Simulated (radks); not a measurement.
Task: Neutral helium, [He]. Calculated with a radial shooting solver on a logarithmic mesh with Libxc functionals: non-relativistic Kohn-Sham, r2SCAN, spin-polarised, spherical densities, point nucleus; meta-GGA in the generalised Kohn-Sham scheme. Every spin shell is full or empty, so the densities are truly spherical. Functionals are evaluated on that one density, not self-consistently. Rank these orbital-free kinetic functionals by their error against the exact value of the orbitals, and give that value: Thomas-Fermi, von Weizsacker, TF + vW, TF + vW/9, revAPBEK, Thakkar, Pearson, LKT, DePristo-Kress.

Result: Exact: 2.87260 hartree. From best to worst, with 100 (|E| - |E exact|)/|E exact| (equal figures are ties): von Weizsacker 0.00, DePristo-Kress -0.02, Thakkar +0.14, TF + vW/9 +0.16, revAPBEK +0.65, Pearson -4.63, Thomas-Fermi -10.95, LKT +59.20, TF + vW +89.05.
